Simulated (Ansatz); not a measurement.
```yaml
crystal:
  periodic: [false, false, false]
  atoms:
    - {symbol: N, position_ang: [2.052990, -0.873760, 2.037262]}
    - {symbol: C, position_ang: [1.484865, 0.069991, 1.449451]}
    - {symbol: Si, position_ang: [0.413341, 0.660088, -0.005061]}
    - {symbol: Ga, position_ang: [-1.370953, -0.642686, -1.021695]}
    - {symbol: H, position_ang: [1.476661, 1.303167, -0.900106]}
    - {symbol: H, position_ang: [-0.156187, 1.718150, 0.882504]}
    - {symbol: H, position_ang: [-2.335030, -0.128152, -2.066735]}
    - {symbol: H, position_ang: [-1.429747, -2.129627, -0.631644]}
basis:
  gaussian: {orbitals: def2-TZVPP}
magnetization: {spin_polarized: true, initial_magnetization: 2}
hamiltonian: {xc: {name: PBE0}, dispersion: d4}
relax: {f_tol: 0.0001, max_steps: 3}
output: {forces: true}
```

```sh
$ ansatz run in.yaml --threads 2 --pin off --events-out ev --progress --plain --max-ram 4352MiB
```

Shortened log:

```
Functional definition: PBE0
1275 factors; their error is unknown
mean field evaluation 1: about -62818.5744 eV, gradient 4.3e1 eV
mean field evaluation 2: about -62575.0949 eV, gradient 1.4e2 eV
mean field evaluation 4: about -62819.4988 eV, gradient 3.4e1 eV
mean field evaluation 8: about -62829.7574 eV, gradient 1.9e0 eV
mean field evaluation 16: about -62830.0234 eV, gradient 1.9e-2 eV
mean field evaluation 32: about -62830.0234 eV, gradient 4.9e-5 eV
mean field -62830.02337546 eV, -2308.9607713285 hartree, gradient 4.9e-5 eV, S^2 2.014851; 2 other end points of the search recorded, 0 dependent functions left out
reference -62830.02341153 eV, -2308.9607726542 hartree; 32, 30 occupied and 176, 178 virtual orbitals, 1275 factors
relax step   1: F+E_penalty+E_count = -62830.16923645 eV  Δ(F+E_penalty+E_count) = +0.000e0 eV  max|allowed force component| = 7.039e0 eV/Å  Δτ_max = 0.0000 Å  (73 SCF iters, accepted)
1275 factors; their error is unknown
mean field -62831.09093124 eV, -2309.0000032802 hartree, gradient 2.3e-5 eV, S^2 2.007570; 0 other end points of the search recorded, 0 dependent functions left out
reference -62831.09096698 eV, -2309.0000045935 hartree; 32, 30 occupied and 176, 178 virtual orbitals, 1275 factors
relax step   2: F+E_penalty+E_count = -62831.23760360 eV  Δ(F+E_penalty+E_count) = -1.068e0 eV  max|allowed force component| = 1.526e0 eV/Å  Δτ_max = 0.1948 Å  (48 SCF iters, accepted)
1275 factors; their error is unknown
mean field -62831.60297904 eV, -2309.0188206895 hartree, gradient 2.6e-5 eV, S^2 2.005692; 0 other end points of the search recorded, 0 dependent functions left out
reference -62831.60301486 eV, -2309.0188220058 hartree; 32, 30 occupied and 176, 178 virtual orbitals, 1275 factors
relax step   3: F+E_penalty+E_count = -62831.75091651 eV  Δ(F+E_penalty+E_count) = -5.133e-1 eV  max|allowed force component| = 1.547e0 eV/Å  Δτ_max = 0.1949 Å  (45 SCF iters, accepted)
Error: geometry relaxation did not converge after 3 steps: max|allowed force component| = 1.55e0 eV/Å (threshold 1.0e-4). Raise `relax.max_steps` over both its present limit and 3, loosen `relax.f_tol`, or start from a geometry closer to equilibrium. Where this run's directory can be resumed (`checkpoint.write`), a resume goes on for up to `relax.max_steps` more
```

In this input the relaxation is allowed too few steps for its threshold. The calculation stopped without meeting its thresholds.
